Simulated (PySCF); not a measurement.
Si(H)(Me)2(Cl) (C2H7ClSi), SMILES C[SiH](C)Cl. The structure is a stationary point at PBE-D3(BJ)/def2-SVP.

**Question.** Give the equilibrium geometry at PBE-D3(BJ)/def2-SVP (PySCF confirms it by a frequency run) as Cartesian coordinates in Å, and its point group. (Estimate from the structure and the level; the computed values follow.)

**Answer.** point group Cs.
```xyz
11

Si    -0.3819     0.4182     0.0000
C     -1.1777    -0.2663     1.5586
C     -1.1777    -0.2663    -1.5586
Cl     1.6460    -0.1250     0.0000
H     -0.4276     1.9214     0.0000
H     -2.2476     0.0254     1.6054
H     -0.6723     0.1207     2.4657
H     -1.1173    -1.3733     1.5742
H     -0.6723     0.1207    -2.4657
H     -2.2476     0.0254    -1.6054
H     -1.1173    -1.3733    -1.5742
```
Charge 0, spin multiplicity 1.
